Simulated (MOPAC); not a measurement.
Job for MOPAC: PM7 on C2H8Si (SMILES C[SiH2]C).

```
PM7 1SCF PRECISE CHARGE=0 THREADS=1
C2H8Si

C      1.56154236 1    -0.22266702 1     0.13484911 1
Si    -0.05244238 1     0.72985707 1     0.03285910 1
C     -1.51463670 1    -0.43023400 1    -0.16417146 1
H      2.41210352 1     0.45233082 1     0.24686087 1
H      1.72099646 1    -0.81665136 1    -0.76773728 1
H      1.55873325 1    -0.90366191 1     0.98874255 1
H     -0.00371104 1     1.66712943 1    -1.11961290 1
H     -0.22701038 1     1.54406326 1     1.26398252 1
H     -1.41833409 1    -1.02729641 1    -1.07364681 1
H     -1.58407270 1    -1.11683828 1     0.68238033 1
H     -2.45316829 1     0.12396841 1    -0.22450602 1
```

The log:

```
*******************************************************************************
 **                                                                           **
 **                              MOPAC v23.2.5                                **
 **                                                                           **
 *******************************************************************************
 ** MOPAC's Digital Object Identifier: https://doi.org/10.5281/zenodo.6511958 **
 **                                                                           **
 ** Please cite the open-source release paper for use of this MOPAC version:  **
 ** J. E. Moussa and J. J. P. Stewart (2026)                                  **
 ** MOPAC: An open-source semiempirical molecular orbital program             **
 ** J. Open Source Softw., 11(119), 8025, https://doi.org/10.21105/joss.08025 **
 *******************************************************************************

                              PM7 CALCULATION RESULTS

 *******************************************************************************
 *  PM7        - The PM7 Hamiltonian to be used
 *
 *
 *
 *                 CHARGE ON SYSTEM = 0
 *
 *
 *
 *  PRECISE    - TIGHTER CRITERIA TO BE USED
 *  1SCF       - DO 1 SCF AND THEN STOP
 *  THREADS=1  - MULTI-THREADING NOT USED
 *  T=         - A TIME OF 172800.0 SECONDS REQUESTED
 *  DUMP=N     - RESTART FILE WRITTEN EVERY 7200.0 SECONDS REQUESTED
 *******************************************************************************
PM7 1SCF PRECISE CHARGE=0 THREADS=1
 C2H8Si

   ATOM   CHEMICAL          X               Y               Z
  NUMBER   SYMBOL      (ANGSTROMS)     (ANGSTROMS)     (ANGSTROMS)

     1       C          1.56154236  *  -0.22266702  *   0.13484911  *
     2      Si         -0.05244238  *   0.72985707  *   0.03285910  *
     3       C         -1.51463670  *  -0.43023400  *  -0.16417146  *
     4       H          2.41210352  *   0.45233082  *   0.24686087  *
     5       H          1.72099646  *  -0.81665136  *  -0.76773728  *
     6       H          1.55873325  *  -0.90366191  *   0.98874255  *
     7       H         -0.00371104  *   1.66712943  *  -1.11961290  *
     8       H         -0.22701038  *   1.54406326  *   1.26398252  *
     9       H         -1.41833409  *  -1.02729641  *  -1.07364681  *
    10       H         -1.58407270  *  -1.11683828  *   0.68238033  *
    11       H         -2.45316829  *   0.12396841  *  -0.22450602  *



          CARTESIAN COORDINATES

    NO.       ATOM           X           Y           Z

     1         C          1.5615     -0.2227      0.1348
     2        Si         -0.0524      0.7299      0.0329
     3         C         -1.5146     -0.4302     -0.1642
     4         H          2.4121      0.4523      0.2469
     5         H          1.7210     -0.8167     -0.7677
     6         H          1.5587     -0.9037      0.9887
     7         H         -0.0037      1.6671     -1.1196
     8         H         -0.2270      1.5441      1.2640
     9         H         -1.4183     -1.0273     -1.0736
    10         H         -1.5841     -1.1168      0.6824
    11         H         -2.4532      0.1240     -0.2245

 General Reference for PM7:
 "Optimization of Parameters for Semiempirical Methods VI: More Modifications to the
 NDDO Approximations and Re-optimization of Parameters", J. J. P. Stewart, J. Mol. Mod., 1:32, 19 (2013)
 https://link.springer.com/article/10.1007/s00894-012-1667-x

           Empirical Formula: C2 H8 Si  =    11 atoms



      MOLECULAR POINT GROUP   :   C2v


      RHF CALCULATION, NO. OF DOUBLY OCCUPIED LEVELS = 10


 -------------------------------------------------------------------------------
 PM7 1SCF PRECISE CHARGE=0 THREADS=1
 C2H8Si



     1SCF WAS SPECIFIED, SO BFGS WAS NOT USED
     SCF FIELD WAS ACHIEVED


                              PM7 CALCULATION
                                                       MOPAC v23.2.5 Linux




          FINAL HEAT OF FORMATION =        -21.33885 KCAL/MOL =     -89.28176 KJ/MOL


          COSMO AREA              =        112.37 SQUARE ANGSTROMS
          COSMO VOLUME            =        101.13 CUBIC ANGSTROMS

          IONIZATION POTENTIAL    =         11.476842 EV
          HOMO LUMO ENERGIES (EV) =        -11.477  1.726
          NO. OF FILLED LEVELS    =         10
          MOLECULAR WEIGHT        =         60.1707         POINT GROUP:  C2v

          MOLECULAR DIMENSIONS (Angstroms)

            Atom       Atom       Distance
            H    11    H     4     4.89907
            H     9    H     8     3.31634
            H     7    H     6     3.24070


          SCF CALCULATIONS        =          1





   ATOM   CHEMICAL          X               Y               Z
  NUMBER   SYMBOL      (ANGSTROMS)     (ANGSTROMS)     (ANGSTROMS)

     1       C          1.56154236  *  -0.22266702  *   0.13484911  *
     2      Si         -0.05244238  *   0.72985707  *   0.03285910  *
     3       C         -1.51463670  *  -0.43023400  *  -0.16417146  *
     4       H          2.41210352  *   0.45233082  *   0.24686087  *
     5       H          1.72099646  *  -0.81665136  *  -0.76773728  *
     6       H          1.55873325  *  -0.90366191  *   0.98874255  *
     7       H         -0.00371104  *   1.66712943  *  -1.11961290  *
     8       H         -0.22701038  *   1.54406326  *   1.26398252  *
     9       H         -1.41833409  *  -1.02729641  *  -1.07364681  *
    10       H         -1.58407270  *  -1.11683828  *   0.68238033  *
    11       H         -2.45316829  *   0.12396841  *  -0.22450602  *

                             CARTESIAN COORDINATES

   1    C        1.561542360    -0.222667020     0.134849110
   2   Si       -0.052442380     0.729857070     0.032859100
   3    C       -1.514636700    -0.430234000    -0.164171460
   4    H        2.412103520     0.452330820     0.246860870
   5    H        1.720996460    -0.816651360    -0.767737280
   6    H        1.558733250    -0.903661910     0.988742550
   7    H       -0.003711040     1.667129430    -1.119612900
   8    H       -0.227010380     1.544063260     1.263982520
   9    H       -1.418334090    -1.027296410    -1.073646810
  10    H       -1.584072700    -1.116838280     0.682380330
  11    H       -2.453168290     0.123968410    -0.224506020


           Empirical Formula: C2 H8 Si  =    11 atoms



      MOLECULAR POINT GROUP   :   C2v


                  EIGENVALUES
 -26.13419 -24.28185 -15.80700 -14.46201 -14.32672 -13.71663 -13.63465 -11.76643
 -11.53548 -11.47684   1.72587   2.17555   2.75009   5.84638   5.85960   5.87639
   5.89451   7.06977   7.10402   8.11427  22.03471  22.25047  22.65346  23.22778
  23.35487


              NET ATOMIC CHARGES AND DIPOLE CONTRIBUTIONS

  ATOM NO.   TYPE          CHARGE      No. of ELECS.   s-Pop       p-Pop       d-Pop
    1          C          -0.606612        4.6066     1.04604     3.56057
    2         Si           0.121314        3.8787     0.86685     2.83294     0.17889
    3          C          -0.606612        4.6066     1.04604     3.56057
    4          H           0.166525        0.8335     0.83347
    5          H           0.166091        0.8339     0.83391
    6          H           0.166090        0.8339     0.83391
    7          H           0.047246        0.9528     0.95275
    8          H           0.047250        0.9527     0.95275
    9          H           0.166090        0.8339     0.83391
   10          H           0.166091        0.8339     0.83391
   11          H           0.166525        0.8335     0.83347
 DIPOLE           X         Y         Z       TOTAL
 POINT-CHG.    -0.031     0.434     0.019     0.436
 HYBRID         0.074    -1.025    -0.046     1.028
 SUM            0.042    -0.590    -0.027     0.592


          ATOMIC ORBITAL ELECTRON POPULATIONS

     Atom    s        px        py        pz      x^2-y^2     xz        z^2       yz        xy
    1  C   1.04604   1.19740   1.18434   1.17883
    2 Si   0.86685   0.83300   0.93399   1.06595   0.03882   0.02006   0.02599   0.04833   0.04570
    3  C   1.04604   1.19382   1.18770   1.17905
    4  H   0.83347
    5  H   0.83391
    6  H   0.83391
    7  H   0.95275
    8  H   0.95275
    9  H   0.83391
   10  H   0.83391
   11  H   0.83347

 **********************
 *                    *
 * JOB ENDED NORMALLY *
 *                    *
 **********************




 == MOPAC DONE ==
```

The run finished.

Cost: around 0.020 core-seconds (rough).
